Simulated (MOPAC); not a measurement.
Input for MOPAC: PM6 on BeH3N (SMILES [BeH][NH2]), a point of a bond scan (R = 1.008 Å).

```
PM6 1SCF PRECISE CHARGE=0 THREADS=1
BeH3N

Be    -0.55549601 1    -0.10298035 1    -0.76701060 1
H     -1.33100906 1    -0.24674845 1    -1.83781348 1
N      0.31947459 1     0.05922564 1     0.44112000 1
H      1.04517147 1    -0.58110465 1     0.72325404 1
H      0.27149950 1     0.82519504 1     1.09476189 1
```

Output:

```
*******************************************************************************
 **                                                                           **
 **                              MOPAC v23.2.5                                **
 **                                                                           **
 *******************************************************************************
 ** MOPAC's Digital Object Identifier: https://doi.org/10.5281/zenodo.6511958 **
 **                                                                           **
 ** Please cite the open-source release paper for use of this MOPAC version:  **
 ** J. E. Moussa and J. J. P. Stewart (2026)                                  **
 ** MOPAC: An open-source semiempirical molecular orbital program             **
 ** J. Open Source Softw., 11(119), 8025, https://doi.org/10.21105/joss.08025 **
 *******************************************************************************

                              PM6 CALCULATION RESULTS

 *******************************************************************************
 *  PM6        - The PM6 Hamiltonian to be used
 *
 *
 *
 *                 CHARGE ON SYSTEM = 0
 *
 *
 *
 *  PRECISE    - TIGHTER CRITERIA TO BE USED
 *  1SCF       - DO 1 SCF AND THEN STOP
 *  THREADS=1  - MULTI-THREADING NOT USED
 *  T=         - A TIME OF 172800.0 SECONDS REQUESTED
 *  DUMP=N     - RESTART FILE WRITTEN EVERY 7200.0 SECONDS REQUESTED
 *******************************************************************************
PM6 1SCF PRECISE CHARGE=0 THREADS=1
 BeH3N

   ATOM   CHEMICAL          X               Y               Z
  NUMBER   SYMBOL      (ANGSTROMS)     (ANGSTROMS)     (ANGSTROMS)

     1      Be         -0.55549601  *  -0.10298035  *  -0.76701060  *
     2       H         -1.33100906  *  -0.24674845  *  -1.83781348  *
     3       N          0.31947459  *   0.05922564  *   0.44112000  *
     4       H          1.04517147  *  -0.58110465  *   0.72325404  *
     5       H          0.27149950  *   0.82519504  *   1.09476189  *



          CARTESIAN COORDINATES

    NO.       ATOM           X           Y           Z

     1        Be         -0.5555     -0.1030     -0.7670
     2         H         -1.3310     -0.2467     -1.8378
     3         N          0.3195      0.0592      0.4411
     4         H          1.0452     -0.5811      0.7233
     5         H          0.2715      0.8252      1.0948

 General Reference for PM6:
 "Optimization of Parameters for Semiempirical Methods V: Modification of NDDO Approximations
 and Application to 70 Elements", J. J. P. Stewart, J. Mol. Mod., 13, 1173-1213 (2007)
 URL: https://link.springer.com/article/10.1007/s00894-007-0233-4

           Empirical Formula: H3 N Be  =     5 atoms



      MOLECULAR POINT GROUP   :   C2v


      RHF CALCULATION, NO. OF DOUBLY OCCUPIED LEVELS = 5


 -------------------------------------------------------------------------------
 PM6 1SCF PRECISE CHARGE=0 THREADS=1
 BeH3N



     1SCF WAS SPECIFIED, SO BFGS WAS NOT USED
     SCF FIELD WAS ACHIEVED


                              PM6 CALCULATION
                                                       MOPAC v23.2.5 Linux




          FINAL HEAT OF FORMATION =         20.51657 KCAL/MOL =      85.84135 KJ/MOL


          COSMO AREA              =         75.35 SQUARE ANGSTROMS
          COSMO VOLUME            =         57.94 CUBIC ANGSTROMS

          IONIZATION POTENTIAL    =          9.498750 EV
          HOMO LUMO ENERGIES (EV) =         -9.499  3.662
          NO. OF FILLED LEVELS    =          5
          MOLECULAR WEIGHT        =         26.0426         POINT GROUP:  C2v

          MOLECULAR DIMENSIONS (Angstroms)

            Atom       Atom       Distance
            H     5    H     2     3.50957
            H     4    H     2     1.60148
            H     4   Be     1     0.00000


          SCF CALCULATIONS        =          1





   ATOM   CHEMICAL          X               Y               Z
  NUMBER   SYMBOL      (ANGSTROMS)     (ANGSTROMS)     (ANGSTROMS)

     1      Be         -0.55549601  *  -0.10298035  *  -0.76701060  *
     2       H         -1.33100906  *  -0.24674845  *  -1.83781348  *
     3       N          0.31947459  *   0.05922564  *   0.44112000  *
     4       H          1.04517147  *  -0.58110465  *   0.72325404  *
     5       H          0.27149950  *   0.82519504  *   1.09476189  *

                             CARTESIAN COORDINATES

   1   Be       -0.555496010    -0.102980350    -0.767010600
   2    H       -1.331009060    -0.246748450    -1.837813480
   3    N        0.319474590     0.059225640     0.441120000
   4    H        1.045171470    -0.581104650     0.723254040
   5    H        0.271499500     0.825195040     1.094761890


           Empirical Formula: H3 N Be  =     5 atoms



      MOLECULAR POINT GROUP   :   C2v


                  EIGENVALUES
 -29.98421 -16.01821 -14.52339 -11.50573  -9.49875   3.66203   4.95749   5.23462
   5.95757   7.72584   7.94228


              NET ATOMIC CHARGES AND DIPOLE CONTRIBUTIONS

  ATOM NO.   TYPE          CHARGE      No. of ELECS.   s-Pop       p-Pop
    1         Be           0.425428        1.5746     0.76570     0.80887
    2          H          -0.094737        1.0947     1.09474
    3          N          -0.810256        5.8103     1.48991     4.32035
    4          H           0.239783        0.7602     0.76022
    5          H           0.239782        0.7602     0.76022
 DIPOLE           X         Y         Z       TOTAL
 POINT-CHG.    -0.256    -0.048    -0.354     0.440
 HYBRID         0.887     0.164     1.224     1.520
 SUM            0.630     0.117     0.870     1.081


          ATOMIC ORBITAL ELECTRON POPULATIONS

     Atom    s        px        py        pz
    1 Be   0.76570   0.28361   0.06569   0.45957
    2  H   1.09474
    3  N   1.48991   1.51506   1.35568   1.44961
    4  H   0.76022
    5  H   0.76022

 **********************
 *                    *
 * JOB ENDED NORMALLY *
 *                    *
 **********************




 == MOPAC DONE ==
```

The run finished.

Cost: roughly 0.04 core-seconds.
